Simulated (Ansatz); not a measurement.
(KCl)4 ring (K4Cl4). Charge 0, multiplicity 1. Geometry PBE-D4/def2-SVP, basis def2-TZVP, Ansatz.

```xyz
8

Cl   -3.026   -2.123    0.942
Cl   -2.279    2.296   -1.884
Cl    3.025    2.114   -0.951
Cl    2.278   -2.288    1.894
K    -0.487   -2.975    1.913
K    -3.677    0.136   -0.664
K     0.487    2.976   -1.917
K     3.680   -0.136    0.667
```

```csv
run,HOMO (eV),LUMO (eV)
A,-8.25,-0.36
B,-7.05,-0.68
C,-8.43,-0.25
D,-9.49,0.42
E,-6.02,-0.60
F,-5.72,-1.20
```

Another isomer (singlet) lies 1.18 eV lower at PBE0-D4/def2-TZVP; other spin states weren't run for this one.

Question: The runs used BHLYP, CAM-B3LYP, PBE, PBE0, r2SCAN, ωB97X-V. Estimate which is which.

Answer: A BHLYP (50 % exact exchange); B PBE0 (25 % exact exchange); C CAM-B3LYP (range-separated); D ωB97X-V (range-separated); E r2SCAN (0 % exact exchange); F PBE (0 % exact exchange). Exact exchange lowers occupied and raises empty levels; among semilocal functionals meta-GGAs tend to open the gap a little, and such runs are hard to tell apart. The gap grows from 4.52 eV (PBE) to 9.91 eV (ωB97X-V).
